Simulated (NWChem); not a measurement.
Species: C$_{4}$H$_{5}$N; SMILES C#C/C=N/C

```xyz
10

C     -0.1718     2.6096     0.0000
C      0.0574     1.4187     0.0000
C      0.4027     0.0280     0.0000
N     -0.4731    -0.8916     0.0000
C     -0.0220    -2.2499     0.0000
H     -0.3946     3.6610     0.0000
H      1.4911    -0.1924     0.0000
H     -0.4346    -2.7702    -0.8803
H      1.0805    -2.3670     0.0000
H     -0.4346    -2.7702     0.8803
```
Atoms are numbered in this order, from 1.

Level: PBE0/def2-SVP (NWChem), optimised geometry, unscaled harmonic frequencies. 

Question: List the harmonic frequencies with IR intensities, and the thermochemistry.

Answer: 
```csv
frequency (cm⁻¹),IR intensity (km/mol)
173,10.5
180,5.8
223,5.2
409,1.8
470,6.9
582,4.3
708,38.9
714,34.1
961,2.3
1010,27.1
1094,12.9
1126,0.9
1165,16.5
1371,21.1
1412,2.3
1446,5.8
1467,29.2
1765,47.8
2239,10.9
2994,60.6
3016,40.3
3106,18.1
3128,7.1
3488,77.4
```

| Item | Result |
|---|---|
| zero-point energy | 48.9 kcal/mol |
| thermal correction to the enthalpy at 298.15 K (with zero-point energy) | 53.1 kcal/mol |
| heat capacity Cv | 18.9 cal/(mol K) |
| entropy at 298.15 K and 1 atm (symmetry number 1) | 73.0 cal/(mol K) |
| dipole moment | 1.39 D |

Rigid rotor and harmonic oscillator.
